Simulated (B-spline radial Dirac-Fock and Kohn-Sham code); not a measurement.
Level of theory: relativistic Hartree-Fock (Dirac-Fock) wave functions, averaged over the configuration; a radial B-spline solver.

**Question.** This computed X-ray form factor belongs to an atom or ion in its tabulated ground configuration. Which?

```tsv
sin θ/λ (Å⁻¹)	f₀
0.07	38.684
0.1	38.360
0.12	38.085
0.33	33.035
0.55	26.322
0.92	18.475
1.09	16.236
1.84	9.194
2.59	5.903
```

**Answer.** I¹⁴⁺, with 39 electrons in [Kr] 4d3. f₀ tends to the number of electrons as s goes to zero, which the first rows give only roughly, and the rate of fall reflects the nuclear charge, 53.

**Question.** This computed X-ray form factor belongs to an atom or ion in its tabulated ground configuration. Which?

| sin θ/λ (Å⁻¹) | f₀ |
| --- | --- |
| 0.15 | 5.968 |
| 0.4 | 5.780 |
| 0.5 | 5.662 |
| 0.6 | 5.522 |
| 1.2 | 4.397 |
| 1.6 | 3.586 |
| 1.8 | 3.216 |
| 2 | 2.884 |
| 3 | 1.815 |

**Answer.** Zn²⁴⁺, with 6 electrons in [He] 2s2 2p2. f₀ tends to the number of electrons as s goes to zero, which the first rows give only roughly, and the rate of fall reflects the nuclear charge, 30.
